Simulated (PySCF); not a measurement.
ZnI, SMILES [I][Zn+], charge +1.

Geometry optimised at B3LYP-D3(BJ)/def2-TZVP. The spin state was assumed, not searched. The def2 effective core potentials stand for the cores of I; spin–orbit coupling is left out.

Calculation: PBE/def2-TZVPD run with PySCF.

Gas-phase values at a fixed geometry.

Computed frontier levels, gap, dipole moment and polarisability:
highest occupied level: -12.24 eV
lowest empty level: -11.17 eV
orbital gap: 1.07 eV
dipole moment about the centre of nuclear charge: 5.69 D
mean static polarisability: 52.7 bohr³ (7.80 Å³)
polarisability, principal values: 40.8, 40.8, 76.3 bohr³
